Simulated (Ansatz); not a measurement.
# Appearance energy of a fragment ion: C2H10Si2 → [SiH3]+ + C2H7Si + e⁻

Species: C2H10Si2 `CC[SiH2][SiH3]`, singlet; [SiH3]+ `[SiH3+]`, singlet; C2H7Si `CC[SiH2]`, doublet. 

Shapes, held fixed at every level: PBE0-D4/def2-TZVP. Flexible molecules stand in one conformer, not always the lowest. Programs: Ansatz 0.2.0. Electronic energies: no zero-point or thermal term.

```csv
level,kind,ΔE (eV),CPU time (sum over the molecules)
HF/def2-SVP,Hartree–Fock,+10.07,–
SPW92/def2-TZVPP,LDA,+11.95,15 s
B3LYP-D4/def2-TZVPP,global hybrid,+11.49,49 s
PBE0-D4/def2-TZVPP,global hybrid,+11.57,35 s
wB97M-V/def2-TZVPP,range-separated hybrid,+11.46,2 min
wB97X-V/def2-TZVPP,range-separated hybrid,+11.56,84 s
B2PLYP/def2-TZVPP,double hybrid,+11.29,56 s
MP2/def2-TZVPP,perturbation theory,+11.32,–
```

MP2/def2-TZVPP gives ΔE = +11.32 eV; the levels span +10.07 to +11.95. The median of the levels is +11.47. No measured value is set beside it here. Open shells run unrestricted unless RO is named. The onset seen in experiment also holds zero-point changes and kinetic shifts. Times are processor times on shared x86 and Arm servers, and rough.
